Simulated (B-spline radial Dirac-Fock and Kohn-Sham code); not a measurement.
# Ionisation of each subshell: Ce⁴⁰⁺

System: cerium as Ce⁴⁰⁺, configuration [Ne] 3s2 3p6; nuclear rms radius 4.8771 fm (A = 140).

Model: Dirac-Fock ΔSCF + Breit + QED. Program: a radial B-spline solver. Correlation energy is missing from these numbers. Energies are counted from the vacuum level.

All terms are in eV, carry their sign (relaxation lowers the binding energy) and add up to the binding energy; ⟨r⟩ is the mean radius of the orbital in the initial state.

| subshell | −ε (Koopmans) | relaxation | Breit | QED | binding energy | ⟨r⟩ (bohr) |
| --- | --- | --- | --- | --- | --- | --- |
| 1s | 42994.1 | -32.20 | -105.01 | -52.94 | 42803.9 | 0.025 |
| 2s | 8862.4 | -7.63 | -10.99 | -7.10 | 8836.7 | 0.103 |
| 2p1/2 | 8495.1 | -9.86 | -17.28 | 0.36 | 8468.3 | 0.087 |
| 2p3/2 | 8038.6 | -8.89 | -11.15 | -0.42 | 8018.1 | 0.093 |
| 3s | 3351.0 | -0.98 | -2.40 | -1.82 | 3345.8 | 0.256 |
| 3p1/2 | 3201.5 | -1.17 | -3.93 | 0.04 | 3196.4 | 0.244 |
| 3p3/2 | 3090.6 | -1.04 | -2.47 | -0.14 | 3086.9 | 0.253 |

For the deepest level, K (1s), the Breit terms make up -0.245 % of the binding energy, QED -0.124 % and orbital relaxation -0.075 %.

Spin-orbit splittings: 2p 450.2 eV, 3p 109.5 eV.

Going to the tabulated ground configuration of the next ion removes an electron from M3 (3p3/2), computed at 3086.9 eV. NIST lists 3087 ± 4 eV as the ionisation energy of this species (theoretical), +0.08 eV from the computed value, within the stated uncertainty.
